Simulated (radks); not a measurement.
Task: Br II, configuration [Ar] 3d10 4s2 4p4. Method: Dirac Kohn-Sham, PBE, spin-unpolarised, spherical densities, finite nucleus; open shells fill j = l - 1/2 first; Fermi nuclear charge, rms radius 4.1629 fm; computed with a radial shooting solver on a logarithmic mesh with Libxc functionals.

Spin-orbit splittings of the eigenvalues, e(l+1/2) - e(l-1/2), with zeta = 2 splitting/(2l+1) and mean radii in bohr:

shell  occ.  splitting (eV)  zeta (eV)  <r> j=l-1/2  <r> j=l+1/2
2p        6               ?          ?       0.1627       0.1666
3p        6           6.836      4.557       0.5569       0.5674
3d       10           1.086     0.4344       0.5875       0.5916
4p        4          0.5684     0.3790        1.939        1.976

Estimate the 2p splitting.

Result: 47.50 eV (zeta = 31.67 eV).
